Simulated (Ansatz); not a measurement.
A short molecular-dynamics run on AlBH₄SeSi (`[AlH2][B]1[SiH2][Se]1`).

```yaml
crystal:
  periodic: [false, false, false]
  atoms:
    - {symbol: Al, position_ang: [-0.946374, 1.804809, -0.489523]}
    - {symbol: B, position_ang: [0.106564, 0.017956, -0.314789]}
    - {symbol: Si, position_ang: [0.706806, -1.537626, 0.718928]}
    - {symbol: Se, position_ang: [1.201215, -1.079999, -1.460018]}
    - {symbol: H, position_ang: [-2.474885, 1.798844, -0.928120]}
    - {symbol: H, position_ang: [-0.247979, 3.189079, -0.136102]}
    - {symbol: H, position_ang: [1.871225, -1.502816, 1.634036]}
    - {symbol: H, position_ang: [-0.124471, -2.747244, 0.919788]}
basis:
  gaussian: {orbitals: def2-SVP}
magnetization: {spin_polarized: true, initial_magnetization: 0}
hamiltonian: {xc: {name: BLYP}, dispersion: d3bjatm}
md: {timestep: 0.5 fs, n_steps: 50, ensemble: nvt_nose_hoover, temperature: 1000, initial_velocities: maxwell_boltzmann, seed: 333}
```

```sh
$ ansatz run in.yaml --threads 2 --pin off --events-out ev --progress --plain --max-ram 4352MiB
```

```csv
step,time (fs),potential energy (eV),kinetic (eV),T (K),conserved (eV)
0,0.0,-80552.7049,0.7756,1000,-80551.9294
1,0.5,-80552.7032,0.7738,998,-80551.9294
2,1.0,-80552.6893,0.7600,980,-80551.9293
3,1.5,-80552.6642,0.7351,948,-80551.9292
4,2.0,-80552.6299,0.7009,904,-80551.9290
5,2.5,-80552.5886,0.6598,851,-80551.9288
6,3.0,-80552.5430,0.6144,792,-80551.9287
7,3.5,-80552.4960,0.5675,732,-80551.9285
8,4.0,-80552.4501,0.5218,673,-80551.9284
9,4.5,-80552.4076,0.4795,618,-80551.9283
10,5.0,-80552.3705,0.4425,571,-80551.9282
11,5.5,-80552.3402,0.4122,532,-80551.9281
12,6.0,-80552.3175,0.3896,502,-80551.9281
13,6.5,-80552.3028,0.3749,483,-80551.9281
14,7.0,-80552.2956,0.3678,474,-80551.9282
15,7.5,-80552.2952,0.3673,474,-80551.9283
16,8.0,-80552.2998,0.3719,480,-80551.9284
17,8.5,-80552.3076,0.3796,489,-80551.9286
18,9.0,-80552.3160,0.3880,500,-80551.9287
19,9.5,-80552.3225,0.3944,509,-80551.9289
20,10.0,-80552.3247,0.3966,511,-80551.9290
21,10.5,-80552.3206,0.3926,506,-80551.9291
22,11.0,-80552.3094,0.3815,492,-80551.9291
23,11.5,-80552.2913,0.3636,469,-80551.9290
24,12.0,-80552.2681,0.3408,439,-80551.9288
25,12.5,-80552.2433,0.3164,408,-80551.9285
26,13.0,-80552.2212,0.2948,380,-80551.9282
27,13.5,-80552.2066,0.2806,362,-80551.9280
28,14.0,-80552.2033,0.2776,358,-80551.9278
29,14.5,-80552.2135,0.2879,371,-80551.9278
30,15.0,-80552.2366,0.3111,401,-80551.9280
31,15.5,-80552.2699,0.3443,444,-80551.9283
32,16.0,-80552.3087,0.3829,494,-80551.9287
33,16.5,-80552.3475,0.4217,544,-80551.9290
34,17.0,-80552.3811,0.4554,587,-80551.9292
35,17.5,-80552.4060,0.4806,620,-80551.9293
36,18.0,-80552.4202,0.4951,638,-80551.9293
37,18.5,-80552.4234,0.4988,643,-80551.9292
38,19.0,-80552.4169,0.4928,635,-80551.9291
39,19.5,-80552.4028,0.4793,618,-80551.9289
40,20.0,-80552.3838,0.4609,594,-80551.9287
41,20.5,-80552.3627,0.4403,568,-80551.9286
42,21.0,-80552.3419,0.4201,542,-80551.9284
43,21.5,-80552.3235,0.4021,519,-80551.9283
44,22.0,-80552.3091,0.3881,500,-80551.9283
45,22.5,-80552.2996,0.3790,489,-80551.9282
46,23.0,-80552.2955,0.3753,484,-80551.9282
47,23.5,-80552.2967,0.3769,486,-80551.9283
48,24.0,-80552.3029,0.3834,494,-80551.9283
49,24.5,-80552.3131,0.3939,508,-80551.9284
50,25.0,-80552.3263,0.4076,525,-80551.9285
```

Velocities are drawn at the set temperature; a run this short doesn't reach equilibrium.

Frames (Å, forces in eV/Å):

```xyz
8
time=0.0 fs
Al   -0.946    1.805   -0.490    0.055   -0.101    0.024
B     0.107    0.018   -0.315   -0.278    0.378    0.117
Si    0.707   -1.538    0.719   -0.167   -0.063    0.575
Se    1.201   -1.080   -1.460    0.399   -0.123   -0.901
H    -2.475    1.799   -0.928   -0.129    0.024   -0.037
H    -0.248    3.189   -0.136    0.039    0.128    0.023
H     1.871   -1.503    1.634    0.209   -0.015    0.160
H    -0.124   -2.747    0.920   -0.129   -0.227    0.039
8
time=1.0 fs
Al   -0.948    1.804   -0.489    0.366    0.246    0.112
B     0.111    0.017   -0.315   -0.257    0.515    0.146
Si    0.706   -1.536    0.720   -0.074   -0.239    0.699
Se    1.201   -1.080   -1.460    0.367   -0.147   -0.965
H    -2.464    1.748   -0.964   -0.143    0.104   -0.019
H    -0.222    3.225   -0.118   -0.259   -0.338   -0.103
H     1.922   -1.527    1.593   -0.080   -0.063    0.064
H    -0.177   -2.727    0.911    0.080   -0.078    0.066
8
time=2.0 fs
Al   -0.950    1.804   -0.488    0.572    0.482    0.160
B     0.115    0.017   -0.314   -0.228    0.634    0.173
Si    0.706   -1.535    0.721    0.022   -0.420    0.816
Se    1.201   -1.080   -1.459    0.331   -0.163   -1.022
H    -2.454    1.698   -1.001   -0.119    0.180    0.012
H    -0.199    3.257   -0.101   -0.493   -0.684   -0.203
H     1.972   -1.552    1.552   -0.391   -0.097   -0.024
H    -0.229   -2.708    0.902    0.305    0.068    0.088
8
time=3.0 fs
Al   -0.952    1.803   -0.488    0.678    0.610    0.167
B     0.119    0.018   -0.314   -0.190    0.730    0.198
Si    0.705   -1.534    0.722    0.106   -0.573    0.896
Se    1.201   -1.080   -1.459    0.291   -0.173   -1.070
H    -2.445    1.650   -1.037   -0.063    0.255    0.055
H    -0.180    3.283   -0.085   -0.661   -0.914   -0.274
H     2.019   -1.577    1.512   -0.677   -0.116   -0.078
H    -0.277   -2.688    0.895    0.515    0.179    0.108
8
time=4.0 fs
Al   -0.953    1.803   -0.487    0.705    0.648    0.138
B     0.123    0.019   -0.313   -0.143    0.801    0.220
Si    0.705   -1.534    0.724    0.165   -0.678    0.922
Se    1.201   -1.080   -1.459    0.247   -0.174   -1.107
H    -2.436    1.604   -1.073    0.013    0.328    0.108
H    -0.168    3.300   -0.073   -0.771   -1.044   -0.320
H     2.059   -1.604    1.470   -0.902   -0.121   -0.088
H    -0.321   -2.667    0.888    0.685    0.239    0.127
8
time=5.0 fs
Al   -0.954    1.803   -0.486    0.678    0.614    0.084
B     0.127    0.020   -0.312   -0.088    0.845    0.238
Si    0.704   -1.533    0.726    0.197   -0.724    0.895
Se    1.200   -1.079   -1.460    0.197   -0.166   -1.133
H    -2.428    1.561   -1.108    0.094    0.398    0.166
H    -0.163    3.307   -0.063   -0.832   -1.092   -0.343
H     2.090   -1.632    1.428   -1.048   -0.118   -0.053
H    -0.359   -2.643    0.883    0.802    0.242    0.147
8
time=6.0 fs
Al   -0.955    1.803   -0.485    0.615    0.522    0.010
B     0.130    0.023   -0.311   -0.025    0.862    0.252
Si    0.704   -1.533    0.728    0.201   -0.708    0.819
Se    1.200   -1.079   -1.460    0.143   -0.150   -1.147
H    -2.419    1.522   -1.141    0.168    0.462    0.224
H    -0.166    3.304   -0.057   -0.851   -1.068   -0.346
H     2.112   -1.661    1.385   -1.107   -0.111    0.022
H    -0.388   -2.617    0.879    0.856    0.190    0.167
8
time=7.0 fs
Al   -0.955    1.804   -0.485    0.526    0.372   -0.079
B     0.134    0.026   -0.310    0.045    0.852    0.262
Si    0.703   -1.533    0.731    0.176   -0.628    0.701
Se    1.200   -1.079   -1.460    0.086   -0.126   -1.148
H    -2.408    1.488   -1.172    0.225    0.518    0.276
H    -0.177    3.291   -0.054   -0.828   -0.970   -0.327
H     2.123   -1.691    1.343   -1.073   -0.105    0.128
H    -0.410   -2.589    0.877    0.842    0.088    0.188
8
time=8.0 fs
Al   -0.956    1.804   -0.484    0.413    0.156   -0.181
B     0.138    0.030   -0.308    0.121    0.815    0.269
Si    0.703   -1.533    0.734    0.122   -0.488    0.549
Se    1.200   -1.079   -1.461    0.025   -0.095   -1.138
H    -2.395    1.458   -1.201    0.256    0.562    0.317
H    -0.196    3.268   -0.054   -0.756   -0.787   -0.282
H     2.124   -1.722    1.302   -0.943   -0.105    0.259
H    -0.423   -2.561    0.876    0.761   -0.058    0.208
8
time=9.0 fs
Al   -0.956    1.805   -0.483    0.272   -0.143   -0.299
B     0.141    0.035   -0.307    0.202    0.755    0.273
Si    0.703   -1.533    0.737    0.037   -0.290    0.371
Se    1.200   -1.079   -1.462   -0.037   -0.059   -1.117
H    -2.379    1.434   -1.226    0.258    0.591    0.343
H    -0.223    3.238   -0.057   -0.627   -0.499   -0.203
H     2.115   -1.754    1.263   -0.719   -0.117    0.406
H    -0.430   -2.533    0.877    0.613   -0.239    0.226
8
time=10.0 fs
Al   -0.956    1.805   -0.483    0.098   -0.536   -0.437
B     0.145    0.041   -0.305    0.287    0.672    0.274
Si    0.703   -1.534    0.740   -0.078   -0.048    0.180
Se    1.200   -1.079   -1.462   -0.098   -0.018   -1.084
H    -2.361    1.415   -1.249    0.228    0.604    0.350
H    -0.255    3.203   -0.061   -0.437   -0.090   -0.084
H     2.100   -1.788    1.228   -0.414   -0.143    0.559
H    -0.430   -2.507    0.881    0.413   -0.440    0.243
8
time=11.0 fs
Al   -0.956    1.806   -0.482   -0.099   -1.017   -0.591
B     0.150    0.047   -0.302    0.374    0.570    0.275
Si    0.702   -1.534    0.743   -0.211    0.213   -0.008
Se    1.200   -1.079   -1.463   -0.156    0.024   -1.040
H    -2.341    1.403   -1.267    0.166    0.596    0.335
H    -0.291    3.168   -0.067   -0.194    0.431    0.074
H     2.081   -1.822    1.198   -0.064   -0.181    0.701
H    -0.427   -2.485    0.887    0.184   -0.636    0.254
8
time=12.0 fs
Al   -0.956    1.806   -0.482   -0.291   -1.533   -0.745
B     0.154    0.053   -0.300    0.460    0.452    0.274
Si    0.702   -1.535    0.747   -0.340    0.451   -0.168
Se    1.200   -1.079   -1.465   -0.211    0.065   -0.986
H    -2.319    1.395   -1.283    0.072    0.569    0.297
H    -0.330    3.136   -0.071    0.072    1.013    0.257
H     2.061   -1.859    1.176    0.270   -0.222    0.813
H    -0.421   -2.470    0.895   -0.033   -0.795    0.257
8
time=13.0 fs
Al   -0.957    1.805   -0.482   -0.421   -1.968   -0.863
B     0.159    0.060   -0.297    0.545    0.321    0.274
Si    0.702   -1.535    0.750   -0.433    0.609   -0.275
Se    1.200   -1.079   -1.466   -0.261    0.105   -0.921
H    -2.297    1.394   -1.296   -0.048    0.523    0.236
H    -0.367    3.114   -0.074    0.300    1.536    0.430
H     2.044   -1.897    1.160    0.509   -0.244    0.874
H    -0.417   -2.462    0.906   -0.191   -0.882    0.245
8
time=14.0 fs
Al   -0.957    1.804   -0.482   -0.426   -2.165   -0.897
B     0.164    0.068   -0.294    0.624    0.183    0.275
Si    0.701   -1.535    0.753   -0.462    0.636   -0.311
Se    1.200   -1.079   -1.467   -0.304    0.141   -0.847
H    -2.275    1.397   -1.307   -0.188    0.461    0.154
H    -0.402    3.107   -0.072    0.420    1.838    0.540
H     2.032   -1.938    1.154    0.591   -0.223    0.871
H    -0.413   -2.462    0.919   -0.255   -0.871    0.215
8
time=15.0 fs
Al   -0.958    1.802   -0.483   -0.282   -2.011   -0.812
B     0.170    0.075   -0.291    0.694    0.042    0.275
Si    0.700   -1.535    0.756   -0.421    0.507   -0.272
Se    1.200   -1.079   -1.469   -0.340    0.174   -0.765
H    -2.255    1.405   -1.316   -0.334    0.388    0.060
H    -0.433    3.117   -0.065    0.398    1.798    0.546
H     2.025   -1.981    1.155    0.500   -0.141    0.804
H    -0.413   -2.471    0.935   -0.216   -0.758    0.164
8
time=16.0 fs
Al   -0.958    1.799   -0.484   -0.032   -1.518   -0.619
B     0.177    0.083   -0.288    0.753   -0.099    0.274
Si    0.699   -1.534    0.759   -0.327    0.240   -0.172
Se    1.200   -1.079   -1.470   -0.369    0.202   -0.676
H    -2.238    1.416   -1.324   -0.469    0.313   -0.035
H    -0.460    3.145   -0.053    0.260    1.420    0.446
H     2.023   -2.025    1.164    0.277    0.002    0.687
H    -0.414   -2.487    0.951   -0.094   -0.560    0.095
8
time=17.0 fs
Al   -0.959    1.796   -0.485    0.235   -0.824   -0.369
B     0.184    0.090   -0.284    0.798   -0.235    0.271
Si    0.698   -1.534    0.762   -0.211   -0.113   -0.036
Se    1.199   -1.079   -1.472   -0.390    0.225   -0.583
H    -2.225    1.431   -1.333   -0.570    0.244   -0.115
H    -0.485    3.185   -0.037    0.075    0.833    0.277
H     2.024   -2.070    1.180   -0.005    0.186    0.541
H    -0.416   -2.508    0.969    0.068   -0.315    0.015
8
time=18.0 fs
Al   -0.959    1.792   -0.486    0.435   -0.102   -0.129
B     0.192    0.097   -0.280    0.826   -0.362    0.265
Si    0.697   -1.533    0.764   -0.102   -0.488    0.108
Se    1.199   -1.079   -1.474   -0.403    0.244   -0.488
H    -2.218    1.448   -1.343   -0.617    0.186   -0.164
H    -0.509    3.234   -0.018   -0.091    0.201    0.091
H     2.024   -2.112    1.201   -0.274    0.383    0.389
H    -0.417   -2.533    0.987    0.227   -0.061   -0.070
8
time=19.0 fs
Al   -0.960    1.789   -0.488    0.524    0.526    0.051
B     0.201    0.104   -0.276    0.836   -0.477    0.256
Si    0.696   -1.533    0.767   -0.017   -0.827    0.237
Se    1.199   -1.079   -1.475   -0.410    0.257   -0.392
H    -2.217    1.466   -1.355   -0.597    0.143   -0.171
H    -0.534    3.285    0.002   -0.205   -0.359   -0.076
H     2.022   -2.151    1.225   -0.481    0.567    0.246
H    -0.416   -2.557    1.004    0.350    0.170   -0.150
8
time=20.0 fs
Al   -0.960    1.785   -0.489    0.497    1.009    0.154
B     0.211    0.110   -0.271    0.828   -0.576    0.243
Si    0.695   -1.533    0.770    0.040   -1.094    0.336
Se    1.198   -1.079   -1.477   -0.409    0.266   -0.298
H    -2.222    1.486   -1.368   -0.509    0.112   -0.132
H    -0.560    3.332    0.021   -0.262   -0.794   -0.206
H     2.015   -2.185    1.252   -0.604    0.721    0.124
H    -0.412   -2.581    1.020    0.419    0.356   -0.220
8
time=21.0 fs
Al   -0.960    1.782   -0.490    0.380    1.347    0.183
B     0.221    0.116   -0.267    0.801   -0.658    0.228
Si    0.694   -1.534    0.773    0.071   -1.268    0.397
Se    1.198   -1.079   -1.479   -0.403    0.269   -0.207
H    -2.231    1.507   -1.383   -0.367    0.088   -0.057
H    -0.590    3.372    0.039   -0.271   -1.098   -0.295
H     2.003   -2.211    1.281   -0.638    0.833    0.029
H    -0.404   -2.601    1.034    0.428    0.487   -0.277
8
time=22.0 fs
Al   -0.960    1.780   -0.492    0.207    1.559    0.159
B     0.232    0.122   -0.262    0.756   -0.720    0.210
Si    0.693   -1.534    0.776    0.078   -1.338    0.413
Se    1.198   -1.078   -1.481   -0.391    0.267   -0.118
H    -2.244    1.529   -1.398   -0.194    0.064    0.040
H    -0.622    3.401    0.053   -0.247   -1.288   -0.349
H     1.984   -2.230    1.309   -0.586    0.899   -0.035
H    -0.392   -2.616    1.045    0.375    0.557   -0.319
8
time=23.0 fs
Al   -0.960    1.778   -0.493    0.015    1.671    0.103
B     0.243    0.126   -0.257    0.694   -0.761    0.190
Si    0.692   -1.536    0.780    0.064   -1.298    0.380
Se    1.197   -1.078   -1.483   -0.373    0.259   -0.033
H    -2.258    1.552   -1.412   -0.013    0.034    0.142
H    -0.656    3.419    0.064   -0.199   -1.383   -0.372
H     1.960   -2.240    1.337   -0.452    0.915   -0.064
H    -0.377   -2.626    1.053    0.265    0.563   -0.344
8
time=24.0 fs
Al   -0.960    1.776   -0.494   -0.168    1.698    0.034
B     0.256    0.131   -0.251    0.614   -0.779    0.168
Si    0.691   -1.537    0.783    0.030   -1.146    0.292
Se    1.196   -1.078   -1.485   -0.350    0.245    0.048
H    -2.273    1.575   -1.426    0.153   -0.003    0.233
H    -0.692    3.423    0.072   -0.137   -1.397   -0.369
H     1.932   -2.242    1.365   -0.244    0.880   -0.054
H    -0.358   -2.631    1.057    0.102    0.503   -0.353
8
time=25.0 fs
Al   -0.960    1.775   -0.495   -0.324    1.644   -0.038
B     0.269    0.134   -0.246    0.518   -0.773    0.144
Si    0.690   -1.540    0.787   -0.023   -0.887    0.148
Se    1.196   -1.078   -1.487   -0.321    0.225    0.126
H    -2.287    1.598   -1.437    0.291   -0.049    0.304
H    -0.730    3.413    0.076   -0.063   -1.334   -0.339
H     1.901   -2.235    1.392    0.028    0.796   -0.001
H    -0.339   -2.631    1.059   -0.106    0.379   -0.344
```

Run time 2.2 min (2 threads of an Arm Neoverse V2 on a shared host); peak host memory 0.44 GiB.
